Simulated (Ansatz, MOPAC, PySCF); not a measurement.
System: H2Ge, singlet: symmetric bend, bond length relaxed. Scanned: H-Ge-H angle. Other coordinates (Ge-H bond length) were minimised at B3LYP/def2-TZVP.

Methods: RHF/STO-3G = restricted Hartree-Fock/STO-3G (PySCF); AM1, restricted, heats of formation (MOPAC); RKS-B3LYP/6-31G* = restricted B3LYP/6-31G*, spherical d in PySCF; FCI/cc-pVDZ = full CI/cc-pVDZ, cores with 3d frozen (Ansatz, an electronic-structure program).

Energies relative to the lowest point of each profile, in mEh; the last columns give the difference from FCI:

```tsv
a / °	RHF/STO-3G	AM1	RKS-B3LYP/6-31G*	FCI/cc-pVDZ	RHF/STO-3G − FCI/cc-pVDZ	AM1 − FCI/cc-pVDZ	RKS-B3LYP/6-31G* − FCI/cc-pVDZ
159.81	—	0.0	94.9	87.4	—	-87.4	7.5
148.69	102.6	1.2	69.3	64.5	38.1	-63.3	4.7
139.32	74.9	1.4	49.9	46.5	28.4	-45.1	3.4
128.30	46.0	1.6	30.8	28.3	17.7	-26.7	2.5
120.35	28.8	1.9	19.6	17.7	11.1	-15.7	1.9
112.34	15.1	2.7	10.7	9.2	5.8	-6.6	1.5
98.33	1.1	5.7	1.4	0.7	0.4	5.0	0.7
88.31	0.0	10.0	0.0	0.0	0.0	10.0	0.0
79.88	5.8	15.5	2.5	3.1	2.7	12.4	-0.6
72.23	17.3	22.2	7.9	8.9	8.4	13.3	-1.0
60	49.4	37.0	23.1	23.7	25.8	13.4	-0.5
```

RHF/STO-3G is furthest from FCI/cc-pVDZ at 148.69 (38.1 mEh, above); its mean absolute difference over the points is 13.8 mEh.

AM1 is furthest from FCI/cc-pVDZ at 159.81 (-87.4 mEh, below); its mean absolute difference over the points is 27.2 mEh.

RKS-B3LYP/6-31G* is furthest from FCI/cc-pVDZ at 159.81 (7.5 mEh, above); its mean absolute difference over the points is 2.2 mEh.

A dash means that the run gave no value there, or that the column was ended at a point which the program doubted or which failed a test of continuity chosen for this set; such a test can also cut sound points.

The scan ran from 180.0 to 60.0; beyond the range shown the relaxed coordinates jump or full CI changes its symmetry label.
